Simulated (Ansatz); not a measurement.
Basis-set series for `BCBr`. Total charge 0; spin multiplicity 1. Geometry: relaxed with PBE0-D4/def2-TZVP.

```json
{"functional": "PBE0-D4", "basis": "def2-SVP", "functions": "80", "energy (Eh)": "-2638.75108", "HOMO (eV)": "-8.46", "LUMO (eV)": "-0.80"}
{"functional": "PBE0-D4", "basis": "def2-QZVPP", "functions": "323", "energy (Eh)": "-2639.19408", "HOMO (eV)": "-8.55", "LUMO (eV)": "-1.08"}
{"functional": "ωB97M-V", "basis": "def2-SVP", "functions": "80", "energy (Eh)": "-2638.94250", "HOMO (eV)": "-10.69", "LUMO (eV)": "1.33"}
{"functional": "ωB97M-V", "basis": "def2-QZVPP", "functions": "323", "energy (Eh)": "-2639.38765", "HOMO (eV)": "-10.80", "LUMO (eV)": "0.71"}
```

Problem. Give the rows for def2-TZVPP. (Estimate.)

Solution. Computed: 
```csv
functional,basis,functions,energy (Eh),HOMO (eV),LUMO (eV)
PBE0-D4,def2-TZVPP,166,-2639.13732,-8.54,-1.02
ωB97M-V,def2-TZVPP,166,-2639.33297,-10.79,0.90
```

Positive LUMOs are unbound and depend on the basis. Scalar relativity is left out up to krypton.
